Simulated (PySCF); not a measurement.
C₃H₉NSi, SMILES N[SiH2]C1CC1. Geometry: PBE-D3(BJ)/def2-SVP. The values are those of a single conformer.

Computed equilibrium geometry at PBE-D3(BJ)/def2-SVP (PySCF confirms it by a frequency run) as a Z-matrix (one conformer of several):
```
C
H 1 1.1048
C 1 1.5223 2 115.19
H 3 1.1017 1 117.93 2 -3.11
H 3 1.1035 4 113.79 1 145.21
C 3 1.5028 4 118.35 5 145.17
H 6 1.1015 3 118.45 4 0.16
H 6 1.1033 7 113.79 3 145.52
Si 1 1.8808 2 116.08 6 146.07
N 9 1.7494 1 117.95 2 61.83
H 10 1.0234 9 117.64 1 -77.89
H 10 1.0239 11 109.53 9 -138.88
H 9 1.5062 10 105.56 11 44.84
H 9 1.5095 13 110.58 10 -116.57
```
Charge 0, spin multiplicity 1.
